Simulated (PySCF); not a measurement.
# `C[C@@H](F)O[C@H]1CO1`, C4H7FO2

Geometry:
| atom | x (Å) | y (Å) | z (Å) |
| --- | --- | --- | --- |
| C1 | -2.014 | 1.004 | 0.419 |
| C2 | -1.089 | -0.034 | -0.183 |
| F3 | -1.420 | -0.225 | -1.515 |
| O4 | 0.220 | 0.422 | -0.111 |
| C5 | 1.177 | -0.507 | -0.481 |
| C6 | 2.457 | -0.487 | 0.222 |
| O7 | 1.501 | -1.493 | 0.438 |
| H8 | -1.843 | 1.957 | -0.073 |
| H9 | -3.046 | 0.698 | 0.274 |
| H10 | -1.803 | 1.102 | 1.479 |
| H11 | -1.197 | -1.025 | 0.287 |
| H12 | 1.117 | -0.830 | -1.519 |
| H13 | 2.582 | 0.213 | 1.038 |
| H14 | 3.356 | -0.795 | -0.296 |

Computed with TDDFT CAM-B3LYP/def2-SVPD circular dichroism and optical rotation, one conformer, gas phase in PySCF. Geometry: GFN2-xTB.

The molecule is flexible and this is one conformer; a measurement averages over conformers.

(1) Draw the ECD and absorption spectra from the lowest 12 states, each a Gaussian of half-width 0.2 eV at 1/e height.

## Answers

(1) 
```
E (eV)  λ (nm)  Δε (L mol⁻¹ cm⁻¹)  ε (L mol⁻¹ cm⁻¹)
  7.78     159               0.00             0.352
  7.88     157              -0.02               3.4
  7.98     155              -0.11              20.8
  8.08     153              -0.18              85.5
  8.18     152              +0.90               268
  8.28     150              +6.29               697
  8.38     148             +17.45              1440
  8.48     146             +26.65              2170
  8.58     145             +23.37              2480
  8.68     143              +9.84              2530
  8.78     141              -5.77              2760
  8.88     140             -22.87              3540
  8.98     138             -38.88              4910
  9.08     137             -43.63              5990
  9.18     135             -35.88              6150
  9.28     134             -27.19              6270
  9.38     132             -25.43              7330
  9.48     131             -26.34              8210
  9.58     129             -21.28              7250
```
Δε uses R in velocity form, ε uses f in length form. Only the states computed contribute, so the short-wavelength end is incomplete.
